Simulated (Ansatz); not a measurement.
Ideal-gas functions of `[CH3][Bi]([Cl])[Cl]` at 400 K and 1 bar, from an Ansatz frequency run at PBE0-D4/def2-TZVP.

Molar mass 294.92 g/mol, point group Cs (symmetry number 1), electronic degeneracy 1, moments of inertia 214.704, 316.723, 391.809 u Å². Harmonic wavenumbers (cm⁻¹, unscaled): 102, 103, 138, 144, 321, 337, 489, 741, 747, 1200, 1433, 1437, 3063, 3170, 3187.

Use S(trans) = R[1.5 ln M + 2.5 ln T − 1.1517]; rotational temperatures θ = 24.2544 K / I; S(rot) = R[ln(√π/σ · √(T³/θAθBθC)) + 1.5]; for each mode x = 1.438777 ν̃/T, S = R[x/(eˣ − 1) − ln(1 − e⁻ˣ)] and H = RT x/(eˣ − 1); 1 cm⁻¹ = 0.0119627 kJ/mol; R = 8.31446 J/(mol·K).

**Question.** By hand: the entropy, in J/(mol·K).

**Answer.** Translation 185.9. Rotation: θ = 0.113, 0.0766, 0.0619 K, giving 123.3. Vibration, mode by mode: 16.70, 16.62, 14.22, 13.88, 7.57, 7.21, 4.61, 2.26, 2.22, 0.60, 0.30, 0.29, 0.00, 0.00, 0.00, in all 86.5. Electronic 0.0. Sum 395.7 J/(mol·K).

**Question.** By hand: H − E and G − E in kJ/mol, counted from the electronic energy.

**Answer.** Zero-point energy ½ × 16612 × 0.0119627 = 99.4; thermal vibration 17.0; translation, rotation and pV give 4 RT = 13.3. H − E = 129.7 kJ/mol, and G − E = 129.7 − 400 × 395.7/1000 = -28.6 kJ/mol.

Vibration gives 22 % of the entropy, 61.4 J/(mol·K) of it from the modes under 150 cm⁻¹: soft modes count most, and the harmonic formula is weakest for them.
